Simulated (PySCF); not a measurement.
A GIAO shielding run with PySCF 2.14 (density fitting, non-relativistic, gas phase) on `InChI=1S/C6H9ClOSi/c1-4(7)6-5(8)2-3-9-6/h6H,1-3,9H2/t6-/m0/s1`:

```
$ OMP_NUM_THREADS=1 python probes_run.py task.json out

{"job": {"kind": "nmr", "xc": "PBE0", "basis": "pcSseg-1"}, "charge": 0, "multiplicity": 1}
C      2.934371    -0.244561    -0.296142
C      1.698749     0.150100    -0.039506
Cl     1.446028     1.580420     0.913990
C      0.453385    -0.509141    -0.511969
Si    -0.802107     0.703988    -1.300676
C     -2.051610     0.557712     0.133421
C     -1.326608    -0.186756     1.256604
C     -0.285566    -1.112857     0.682580
O     -0.048698    -2.216161     1.095493
H      3.116374    -1.126642    -0.883147
H      3.794812     0.287754     0.068141
H      0.755206    -1.332420    -1.162386
H     -0.249032     2.038800    -1.503570
H     -1.301120     0.138289    -2.556467
H     -2.923163    -0.016722    -0.181165
H     -2.422252     1.517087     0.488327
H     -2.007852    -0.748993     1.897318
H     -0.789677     0.526420     1.887498
```

Hardware: 1 thread of an Arm Neoverse N1, shared host. The job also computes population analyses, field gradients, ring-centre shieldings.

(1) How large is the calculation?

(2) How long does it take, and how much memory does it need?

Results:

(1) 84 electrons, 212 basis functions and 1143 auxiliary functions.

(2) 76 s of wall time, with 14 SCF cycles and 5 response iterations; peak memory 1 GiB. Times on a shared host scatter by some tens of per cent.
